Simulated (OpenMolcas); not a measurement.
## Ag2+ in MgO: curves along the breathing mode

Ag2+ with its 6 nearest oxide ions, on the Mg site of MgO (a = 4.2112 Å, distance in the model lattice 2.106 Å). The rest of the host is ab initio model potentials to 7.6 Å, with orthogonalisation functions on the cations behind the ligands, and point charges beyond; the distance is set by hand and nothing relaxes. Ligand basis ANO-RCC-VDZP.

```
Program             : OpenMolcas 26.06
Method              : SS-CASPT2, IPEA 0.25 Eh, imaginary shift 0.1 Eh (closed shells correlated: 4s 4p and the ligand valence shells)
Basis               : ANO-RCC-VDZP [6s5p3d1f]
Scalar Hamiltonian  : DKH2, point nucleus
Active space        : 9 electrons in 5 orbitals (4d)
State averaging     : 2S+1 = 2 even, 5 roots
Spin-orbit coupling : state interaction with AMFI integrals over the reference wave functions
```

Spin-free energies (labels of O, the rotations of Oh) in cm-1 above the lowest fitted minimum, as all ligands move together:

```
R (Å)     2E    2T2
2.097   4110  27410
2.146    590  22860
2.196    230  21700
2.245   2830  23920
2.294   8240  28840
2.344  16610  37010
```

Cubic fits give the following; the wavenumber is harmonic, with the mass of all moving ligands, small differences in it between states hang on the degree of the fit, a number in brackets counts states of one label, and the table is a selection of at most 14 states with clean curves.

```
State  R0 (Å)  Breathing mode (cm-1)  Minimum (cm-1)
   2E   2.177                    662               0
  2T2   2.188                    685           21690
```

The minimum of 2T2 is shifted by +0.0105 Å against 2E (from the unrounded fits). With M = 96.0 u for the moving shell, the Huang-Rhys factor in this mode is S = M ω ΔR² / 2ħ = 0.01483 × 96.0 × 662 × 0.0105² = 0.10. Only the first shell moves, against a rigid host.

Roots that are degenerate in the reference are averaged as groups; the widest CASPT2 spread within a group is 310 cm-1 (the 3-fold group of multiplicity 2 near 20400 cm-1 above the lowest state of its run, R = 2.344). Shifts and gaps below about the spread of the groups concerned are not significant. Over all roots computed the reference weight is 0.71 in R = 2.097, 0.71 in R = 2.146, 0.71 in R = 2.196, 0.70 to 0.71 in R = 2.245, 0.70 in R = 2.294, 0.70 in R = 2.344; a low but even weight reflects the number of correlated electrons. An orbital doublet at a regular site is open to a Jahn-Teller distortion, which this geometry leaves out. Ligand-to-metal charge-transfer states are missing. With one d shell and no ligand orbital active, 10Dq can be off by a tenth or more. The least metal-like active orbital is 75 % on the metal (Löwdin) and no ligand orbital is active, so the numbers are rough (holds for R = 2.097; R = 2.146). The least metal-like active orbital is 74 % on the metal (Löwdin) and no ligand orbital is active, so the numbers are rough (holds for R = 2.196). The least metal-like active orbital is 73 % on the metal (Löwdin) and no ligand orbital is active, so the numbers are rough (holds for R = 2.245). The least metal-like active orbital is 71 % on the metal (Löwdin) and no ligand orbital is active, so the numbers are rough (holds for R = 2.294). The least metal-like active orbital is 68 % on the metal (Löwdin) and no ligand orbital is active, so the numbers are rough (holds for R = 2.344). No measured value stands beside these numbers.
